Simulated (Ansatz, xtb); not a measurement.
Species: HfF, net charge 0, doublet state. The spin state was set by rule; other spins were not relaxed. 
Geometry from a B3LYP-D3(BJ)/def2-TZVP (Ansatz, a quantum-chemistry and plane-wave program) optimisation:
SMILES: [Hf][F]
```xyz
2

Hf     0.0000     0.0000    -0.2081
F      0.0000     0.0000     1.6647
```
Charge 0, spin multiplicity 2.

Harmonic wavenumbers from GFN2-xTB (xtb, at its own minimum), cm⁻¹: 228.

### Question
Give the harmonic wavenumbers at B3LYP-D3(BJ)/def2-TZVP (Ansatz, finite differences of forces, unscaled).

### Answer
660 cm⁻¹. Zero-point energy 0.9 kcal/mol.

### Question
From these and the geometry, give the ideal-gas thermochemistry at 298.15 K and 1 atm (rigid rotor, harmonic oscillator).

### Answer
Point group C∞v, rotational symmetry number 1. Rotational constants 8.391, 8.391 GHz. S(trans) 41.75, S(rot) 15.12, S(vib) 0.36, S(elec, spin only) 1.38, S 58.6 cal/(mol K). H(298) - H(0) 2.16 kcal/mol; G - E(el) -14.4 kcal/mol.
